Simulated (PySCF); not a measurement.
A structure optimised at B3LYP-D3(BJ)/def2-TZVPD, used in a PySCF frequency run:

```xyz
4

In     0.0000     0.0000     0.0000
H      1.7306     0.0000     0.0000
H     -0.8653     1.4987     0.0000
H     -0.8653    -1.4987     0.0000
```
Charge 0, spin multiplicity 1.

Write its SMILES, formula and point group.

[InH3], H3In, D3h

What are its rotational constants (standard atomic weights)?

111.60, 111.60, 55.801 GHz
